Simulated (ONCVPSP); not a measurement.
**Mo: one change to an ONCV potential, before and after**

Mo (Z = 42), optimised norm-conserving Vanderbilt (ONCV), made with ONCVPSP 4.0.1 (LDA (Perdew-Wang 92), scalar-relativistic). Core [Ar] 3d10, reference 4s2 4p6 4d5 5s0.5 5p0.5. Waves: 4s+5s: rc 1.65 bohr, ncon 4, nbas 7, qcut 6.8 1/bohr, 2 projectors; 4p+5p: rc 2.30 bohr, ncon 4, nbas 9, qcut 7.6 1/bohr, 2 projectors; 4d: rc 1.75 bohr, ncon 4, nbas 8, qcut 6.4 1/bohr, 1 projector. Local part: polynomial inside 1.30 bohr (lpopt 5, dvloc0 -1 Ha). Core correction: polynomial model core, fcfact 0.65.

All-electron outer shells of the reference configuration (LDA (PZ), scalar-relativistic, ld1.x):

| shell | level (eV) | outermost node (bohr) | outermost maximum (bohr) |
| --- | --- | --- | --- |
| 3p | -379.59 | 0.17 | 0.38 |
| 3d | -222.00 | – | 0.32 |
| 4s | -65.12 | 0.51 | 0.99 |
| 4p | -39.29 | 0.52 | 1.06 |
| 5s | -4.81 | 1.34 | 2.89 |
| 4d | -4.59 | 0.53 | 1.38 |
| 5p | -1.57 | 1.54 | 4.00 |

Change: core correction Teter function, fcfact 2, rcfact 1.3.

Cutoffs: the cutoffs (Ha) at which the residual kinetic energy of the hardest occupied pseudo-wave falls to 1 and 0.1 mHa per electron; they do not see the model core or the augmentation charge, which bear on the density cutoff. Errors are all-electron minus pseudo energies relative to the spin-unpolarised reference configuration.

Question: What does the change do?

Answer: The potential gets neither clearly harder nor softer (18 Ha and 24 Ha → 18 Ha and 24 Ha); the errors of the 4 common tests hardly move; neither file shows a bound ghost. A model core, the more so a compact one, raises the density cutoff, which this test does not measure.

| quantity | base | changed |
| --- | --- | --- |
| cutoff, loose | 18 Ha | 18 Ha |
| cutoff, tight | 24 Ha | 24 Ha |
| bound ghosts | none | none |
| GHOST(+) flags under 300 eV | none | none |
| error for 4s2 4p6 4d5 5s1 5p0, meV [ΔE -1.60 eV] | +0.2 | +0.2 |
| error for 4s2 4p6 4d5 5s0 5p0, meV [ΔE 5.58 eV] | -1.3 | -1.2 |
| error for 4s2 4p6 4d4 5s0 5p0, meV [ΔE 21.28 eV] | -0.2 | -0.1 |
| error for 4s2 4p6 4d5 5s0.5 5p0, meV [ΔE 1.26 eV] | -0.3 | -0.3 |
| s: phases at 1.68 bohr within 0.05 rad from the reference energy up to (Ha; the scan ends near 5) | to the end of the scan | to the end of the scan |
| p: phases at 2.33 bohr within 0.05 rad from the reference energy up to (Ha; the scan ends near 5) | 4.4 | 4.4 |
| d: phases at 1.77 bohr within 0.05 rad from the reference energy up to (Ha; the scan ends near 5) | 3.5 | 3.5 |
| rms error of d²Exc/dni dnj with the model core, mHa | 0.53 | 1.24 |
